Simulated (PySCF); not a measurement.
Compound: C5H5NSi.
Numbering: `[CH:1]#[C:2][C@@H:3]1[CH2:4][Si@H:5]1[C:6]#[N:7]` (hydrogens: H8 on C1; H9 on C3; H10, H11 on C4; H12 on Si5)

Jobs on this species (12 atoms, 56 electrons) with PySCF (density fitting). Hardware of each: an Arm Neoverse V2 with one thread, no GPU, on a shared host. Other jobs ran on the host; a repeat could differ by tens of per cent or more. Peak memory is the resident size of the whole Python process, interpreter and libraries included.

```json
{"level and settings": "PBE0/6-31G", "work": "shieldings, ring-centre shieldings, charges and field gradients", "basis functions": "77", "SCF cycles": "?", "wall time": "?", "peak memory": "?"}
{"level and settings": "PBE0/cc-pVTZ", "work": "shieldings, ring-centre shieldings, charges and field gradients", "basis functions": "284", "SCF cycles": "?", "wall time": "?", "peak memory": "?"}
{"level and settings": "PBE0/pcSseg-0", "work": "shieldings, ring-centre shieldings, charges and field gradients", "basis functions": "77", "SCF cycles": "15", "wall time": "6.2 s", "peak memory": "0.48 GiB"}
{"level and settings": "PBE0/def2-SVP", "work": "shieldings, ring-centre shieldings, charges and field gradients", "basis functions": "127", "SCF cycles": "15", "wall time": "11 s", "peak memory": "0.65 GiB"}
{"level and settings": "PBE0/6-311+G(2d,p)", "work": "shieldings, ring-centre shieldings, charges and field gradients", "basis functions": "227", "SCF cycles": "15", "wall time": "28 s", "peak memory": "0.99 GiB"}
{"level and settings": "PBE0/def2-TZVP", "work": "shieldings, ring-centre shieldings, charges and field gradients", "basis functions": "253", "SCF cycles": "16", "wall time": "35 s", "peak memory": "1.0 GiB"}
{"level and settings": "LDA/pcSseg-1", "work": "shieldings, ring-centre shieldings", "basis functions": "151", "SCF cycles": "17", "wall time": "16 s", "peak memory": "0.79 GiB"}
{"level and settings": "PBE0/6-31G*", "work": "shieldings, ring-centre shieldings, charges and field gradients", "basis functions": "112", "SCF cycles": "16", "wall time": "10 s", "peak memory": "0.60 GiB"}
{"level and settings": "WP04/pcSseg-1", "work": "shieldings, ring-centre shieldings", "basis functions": "151", "SCF cycles": "17", "wall time": "14 s", "peak memory": "0.84 GiB"}
```

Q: Fill in the missing figures.

A: 
- PBE0/6-31G; shieldings, ring-centre shieldings, charges and field gradients: 7.0 s, 0.48 GiB, 15 SCF cycles
- PBE0/cc-pVTZ; shieldings, ring-centre shieldings, charges and field gradients: 44 s, 1.1 GiB, 16 SCF cycles

Q: What do all jobs in the table cost together?

A: About 2.9 min; the longest takes about 26 % of that, and about 7.1 times as long as the shortest.
